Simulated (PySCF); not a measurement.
Mo(S)2(OH)2 (H₂MoO₂S₂), SMILES [OH][Mo]([OH])(=[S])=[S], multiplicity 1.

Geometry: PBE0-D3(BJ)/def2-SVP. A frequency run showed that this geometry is not a minimum. The spin state was assumed, not searched. The structure was generated by enumeration; whether it is a known compound was not checked. The def2 effective core potentials stand for the cores of Mo; spin–orbit coupling is left out. One conformer was computed; it need not be the lowest.

All values below come from PySCF with CAM-B3LYP/def2-TZVP.

Symmetry labels are those of the subgroup C2v that the program uses (full group C2v).

List the valence orbital energies around the gap with their symmetry. (The exact figures need the calculation; the answer reports its results.)


```
orbital  symmetry  energy (eV)
-------  --------  -----------
HOMO−7         B1       -12.75
HOMO−6         B2       -11.97
HOMO−5         A1       -11.26
HOMO−4         B1       -10.70
HOMO−3         A1       -10.28
HOMO−2         B2        -9.61
HOMO−1         A2        -9.27
HOMO           B1        -8.23
LUMO           A1        -2.13
LUMO+1         A2        -1.73
LUMO+2         B2        -0.71
LUMO+3         A1        -0.37
```
